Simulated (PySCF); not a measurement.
Compound: C2H9AlSi.
Numbering: `[AlH2:1][CH2:2][CH2:3][SiH3:4]` (hydrogens: H5, H6 on Al1; H7, H8 on C2; H9, H10 on C3; H11, H12, H13 on Si4)

Cartesian coordinates in Å at the PBE0-D3(BJ)/def2-SVP level; atoms count from 1:
```
atom  x, y, z in Å
Al1    2.3666    0.9811    0.1926
C2     0.4723    0.6403   -0.2151
C3    -0.1775   -0.5791    0.4570
Si4   -1.9895   -0.8163   -0.0202
H5     3.1759    0.0081    1.1626
H6     3.1018    2.2387   -0.4547
H7    -0.0882    1.5646    0.0287
H8     0.3851    0.5699   -1.3177
H9     0.3650   -1.5076    0.2062
H10   -0.1222   -0.5024    1.5572
H11   -2.5876   -2.0185    0.6427
H12   -2.7858    0.3886    0.3750
H13   -2.1103   -0.9842   -1.5033
```

Level of theory: PBE0-D3(BJ)/def2-SVP geometry optimisation, gas phase in PySCF.

Masses are those of the commonest isotopes; rigid-rotor values at the optimised geometry. The values belong to one conformer with, in the numbering `[AlH2:1][CH2:2][CH2:3][SiH3:4]`, H–Al1–C2–C3 1° and -179°, Al1–C2–C3–Si4 -179°.

(1) Give the principal moments of inertia and the rotational constants in cm⁻¹.

(2) Classify the top.

(3) Is it planar, by Δ = Ic − Ia − Ib?

(4) Where do the levels up to J = 5 lie, in K?

(5) Predict some low-J microwave lines.

## Answers

(1) Ia = 26.14, Ib = 363.57, Ic = 377.65 u·Å²; 505379 MHz·u·Å²/I gives 19331, 1390 and 1338 MHz, that is A = 0.64480, B = 0.04637, C = 0.04464 cm⁻¹.

(2) A near-prolate asymmetric top; Ray's κ = -0.994.

(3) Not planar: Δ = Ic − Ia − Ib = -12.07 u·Å². For a rigid frame Δ = −2 Σ m c², so Σ m c² = 6.03 u·Å² lies off the ab plane, practically all of it from hydrogen. The atom farthest from that plane is 1.22 Å away.

(4) Above 0(0,0), as E/k:
J = 1: 1(0,1) 0.131, 1(1,1) 0.992, 1(1,0) 0.994
J = 2: 2(0,2) 0.393, 2(1,2) 1.251, 2(1,1) 1.259, 2(2,1) 3.842, 2(2,0) 3.842
J = 3: 3(0,3) 0.786, 3(1,3) 1.640, 3(1,2) 1.655, 3(2,2) 4.235, 3(2,1) 4.235, 3(3,1) 8.546, 3(3,0) 8.546
J = 4: 4(0,4) 1.309, 4(1,4) 2.159, 4(1,3) 2.184, 4(2,3) 4.758, 4(2,2) 4.758, 4(3,2) 9.070, 4(3,1) 9.070, 4(4,1) 15.105, 4(4,0) 15.105
J = 5: 5(0,5) 1.964, 5(1,5) 2.808, 5(1,4) 2.845, 5(2,4) 5.413, 5(2,3) 5.413, 5(3,3) 9.724, 5(3,2) 9.724, 5(4,2) 15.760, 5(4,1) 15.760, 5(5,1) 23.520, 5(5,0) 23.520
The levels of one J sum to (2J + 1)J(J + 1)(A + B + C)/3.

(5) The dipole components are |μa| = 0.25 D, |μb| = 0.05 D, |μc| = 0.01 D. The squared components, which scale the intensities, stand as 1.00 : 0.04 : 0.00 (a : b : c). Some lines, for components of 0.1 D or more:

| type | branch | J(Ka,Kc) | MHz | lower level (cm⁻¹) |
| --- | --- | --- | --- | --- |
| a | Q | 3(1,2) ← 3(1,3) | 311 | 1.140 |
| a | R | 1(0,1) ← 0(0,0) | 2728 | 0.000 |
| a | R | 2(1,2) ← 1(1,1) | 5405 | 0.689 |
| a | R | 2(0,2) ← 1(0,1) | 5456 | 0.091 |
| a | R | 2(1,1) ← 1(1,0) | 5508 | 0.691 |
| a | R | 3(1,3) ← 2(1,2) | 8107 | 0.870 |
| a | R | 3(0,3) ← 2(0,2) | 8184 | 0.273 |
| a | R | 3(2,2) ← 2(2,1) | 8185 | 2.670 |
| a | R | 3(2,1) ← 2(2,0) | 8185 | 2.670 |
| a | R | 3(1,2) ← 2(1,1) | 8262 | 0.875 |

Whether it is a minimum is left open (no frequencies). Zero-point vibration and centrifugal distortion are left out. A rigid rotor knows nothing of internal rotation, which can split or shift real lines. Quadrupole hyperfine structure (27Al) is left out.

On Arm Neoverse V1, one thread, shared host with 32 logical CPUs at a one-minute load of 32, this took 30 s of wall time and 0.45 GiB of memory at its peak. These figures are those of the optimisation.
